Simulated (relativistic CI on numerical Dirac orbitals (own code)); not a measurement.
**What each ingredient does to the levels of Eu XXII**

Base calculation: Dirac-Coulomb-Breit CI, orbitals from a KLI potential per configuration, model QED, unscaled Slater integrals.

Configurations in the expansion (outside the closed core [Ar] 3d10): 4s²4p⁶4d⁶, 4s²4p⁵4d⁷, 4s²4p⁶4d⁵4f, 4s²4p⁴4d⁸, 4s4p⁶4d⁷, 4p⁶4d⁸, 4s²4p⁶4d⁵5s, 4s4p⁶4d⁶4f, 4s²4p⁶4d⁵5p, 4s²4p⁶4d⁵5d, 4s²4p⁶4d⁴5s², 4s²4p⁴4d⁷5s, 4s²4p⁶4d⁵6s, 4s4p⁶4d⁶5s, 4s4p⁶4d⁵5s², 4p⁶4d⁷5s. Levels of other configurations are missing.

Variants: (1) P86 correlation estimate; (2) configuration mixing switched off; (3) one mean potential for all configurations. Shifts of the energy above 4s²4p⁶4d⁶ ⁵D4, in cm⁻¹, for the lowest level and the first level of each name with at least 55 % of one term (blank where a level changes its place among those of its configuration and J or its character, or is not in the variant):

```csv
Level,Base,Δ(1),Δ(2),Δ(3)
4s²4p⁶4d⁶ ⁵D4,0,0,0,0
4s²4p⁶4d⁶ ⁵D3,36140,-1,-979,-3
4s²4p⁶4d⁶ ⁵D1,45091,+1,+699,-3
4s²4p⁶4d⁶ ³G5,71852,-3,-2252,-3
4s²4p⁶4d⁶ ³H6,73710,-4,-3730,-3
4s²4p⁶4d⁶ ³D1,107043,+2,+2748,-5
4s²4p⁶4d⁶ ³P0,115182,+5,+5587,-4
4s²4p⁶4d⁶ ³H5,123651,-3,-2520,-7
4s²4p⁶4d⁶ ¹F3,126962,+2,+3339,-6
4s²4p⁶4d⁶ ¹I6,136959,-5,-4486,-7
4s²4p⁶4d⁶ ³P1,146892,+3,+4019,-8
4s²4p⁶4d⁶ ¹G4,154889,0,+526,-8
4s²4p⁵4d⁷ ⁵G°6,960817,+1132,+7733,-280
4s²4p⁵4d⁷ ³D°3,985360,+1114,+19004,-314
4s²4p⁵4d⁷ ⁵G°5,1014843,+1126,+13425,-289
4s²4p⁵4d⁷ ³H°6,1037226,+1120,+18871,-304
```

At this charge energies of transitions that change n are usually good to better than 1 %, and those within a shell (Δn = 0) to a few per cent. Terms inside the open d or f shell come out 10 to 20 % too wide with unscaled integrals.

Ionisation energy from the two ground configurations alone: base 667.262 eV; P86 correlation estimate 669.179 eV. The NIST ASD value (theoretical) is 667 eV.

LS names give the leading component of a level, which can be under half, so a name can repeat, a term be missing and a line seem to break the LS rules.
